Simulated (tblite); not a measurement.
Species: C₂H₁₃NS₂Si₃.
Structure used (GFN2-xTB), in Å, numbered top down from 1:
```
atom  x, y, z in Å
C1    -1.4543   -2.8402   -0.1071
C2    -1.8446   -1.3969    0.1816
Si3   -0.4225   -0.4262    0.9689
S4    -1.0156    1.5850    1.4945
Si5   -1.7671    2.3976   -0.3408
S6     1.1923   -0.4363   -0.4269
Si7    2.5055    1.1268    0.3086
N8     4.0281    0.5530   -0.2148
H9    -1.2031   -3.3601    0.8141
H10   -0.5861   -2.8706   -0.7609
H11   -2.2709   -3.3731   -0.5907
H12   -2.1502   -0.9168   -0.7508
H13   -2.7085   -1.3755    0.8474
H14    0.0172   -0.9474    2.2549
H15   -3.0768    1.8115   -0.6019
H16   -0.8336    2.0807   -1.4139
H17   -1.8335    3.8204   -0.0581
H18    2.0109    2.3698   -0.2830
H19    2.4686    1.1495    1.7614
H20    4.8497    1.1255   -0.1300
H21    4.0859   -0.0597   -1.0118
```

Method: GFN2-xTB as coded in tblite; computed harmonic values from a numerical Hessian at the method's own geometry, unscaled. This tight-binding method is rough: wavenumbers can miss measured ones by several per cent, in bad cases by 10 to 20. Modes of hydrogen on silicon can be 10 to 20 % off. One conformer, not necessarily the lowest.

Harmonic wavenumbers (cm⁻¹): 28.4, 33.9, 42.8, 51.4, 72.9, 88.0, 99.6, 113.9, 148.0, 180.5, 191.2, 214.0, 253.2, 279.1, 412.1, 442.5, 468.4, 503.1, 513.2, 528.3, 539.4, 565.7, 572.5, 607.6, 673.0, 695.5, 728.5, 739.8, 756.8, 773.1, 784.2, 790.4, 817.4, 933.9, 981.1, 1022.0, 1080.0, 1234.8, 1285.5, 1419.8, 1468.2, 1492.0, 1508.0, 1509.2, 2244.1, 2298.7, 2311.4, 2317.4, 2337.8, 2363.2, 2959.1, 2978.7, 3020.1, 3036.3, 3043.5, 3479.8, 3527.4.

A = 922.4, B = 612.7, C = 431.0 MHz; mass 198.980 u (most abundant isotopes); point group C1, symmetry number 1.

Question: Zero-point energy?

Answer: Half the sum of the wavenumbers: 31780 cm⁻¹ = 380.17 kJ/mol.

Question: Entropy at 350 K, 1 bar (ideal gas, RRHO, classical rotation)?

Answer: Translation 178.20, rotation 134.03, vibration 274.46: S = 586.7 J/(mol K).

Question: And Cp and H(350 K) − H(0)?

Answer: Cp = 255.68 J/(mol K), of which vibrations give 222.42 (their classical limit is 57 R = 473.9); H(350 K) − H(0) = 56.53 kJ/mol without the zero-point energy, 44.89 from vibrations.

Question: How do the functions run with temperature in this model?

Answer: 
```json
{"T (K)": "100", "S (J/(mol K))": "362.4", "Cp (J/(mol K))": "122.5", "H − H(0) (kJ/mol)": "8.28", "G − H(0) (kJ/mol)": "-27.96", "ln q(vib)": "5.09"}
{"T (K)": "200", "S (J/(mol K))": "465.2", "Cp (J/(mol K))": "181.0", "H − H(0) (kJ/mol)": "23.44", "G − H(0) (kJ/mol)": "-69.60", "ln q(vib)": "10.54"}
{"T (K)": "300", "S (J/(mol K))": "549.0", "Cp (J/(mol K))": "233.8", "H − H(0) (kJ/mol)": "44.28", "G − H(0) (kJ/mol)": "-120.41", "ln q(vib)": "15.34"}
{"T (K)": "500", "S (J/(mol K))": "687.0", "Cp (J/(mol K))": "306.6", "H − H(0) (kJ/mol)": "98.93", "G − H(0) (kJ/mol)": "-244.56", "ln q(vib)": "23.85"}
{"T (K)": "800", "S (J/(mol K))": "846.5", "Cp (J/(mol K))": "371.7", "H − H(0) (kJ/mol)": "201.51", "G − H(0) (kJ/mol)": "-475.69", "ln q(vib)": "34.65"}
{"T (K)": "1000", "S (J/(mol K))": "932.7", "Cp (J/(mol K))": "400.8", "H − H(0) (kJ/mol)": "278.90", "G − H(0) (kJ/mol)": "-653.82", "ln q(vib)": "40.88"}
```

q(vib) and H(0) count from the zero-point level.

Question: Blend soft modes into free rotors: weight 1/[1 + (100 cm⁻¹/ν̃)⁴] for the oscillator and the rest for a rotor with moment μB/(μ + B), μ = h/(8π²ν), B = 10⁻⁴⁴ kg m². What vibrational entropy results?

Answer: 238.09 J/(mol K) in place of 274.46, which changes −T·S at 350 K by +12.73 kJ/mol.

Question: What must be added to the electronic energy to get the Gibbs energy at 350 K and 1 bar?

Answer: ZPE + [H(350 K) − H(0)] − T·S = 380.17 + 56.53 − 205.34 = 231.36 kJ/mol.

Question: Which modes carry the vibrational entropy at 350 K?

Answer: 28.4 cm⁻¹: 26.18; 33.9 cm⁻¹: 24.71; 42.8 cm⁻¹: 22.77; 51.4 cm⁻¹: 21.25; 72.9 cm⁻¹: 18.36; 88.0 cm⁻¹: 16.81 J/(mol K); the other 51 give 144.37 together.

Hindered rotation and anharmonicity are outside this model. Other conformers, if any are populated, would add a mixing term that is left out. The structure is chiral; the term R ln 2 for an equal mix with its mirror image is left out.

The run took 2.4 s on Arm Neoverse N1, one thread, shared host with 48 logical CPUs at a one-minute load of 5.9. The figure is for the frequency step alone.
